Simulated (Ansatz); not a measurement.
Species: H3ClSn, SMILES `[Cl][SnH3]` (charge 0, multiplicity 1).

Q: Give a relaxed geometry from Ansatz (a first-principles code) with B3LYP-D3(BJ)/def2-TZVP.

A: the end point of this relaxation (outside a Z-matrix the atoms follow the SMILES, hydrogens last).
Z-matrix (Å, degrees):
```
Sn
H 1 1.7043
H 1 1.7043 2 112.69
H 1 1.7043 2 112.69 3 -128.91
Cl 1 2.3565 2 106.02 3 115.55
```
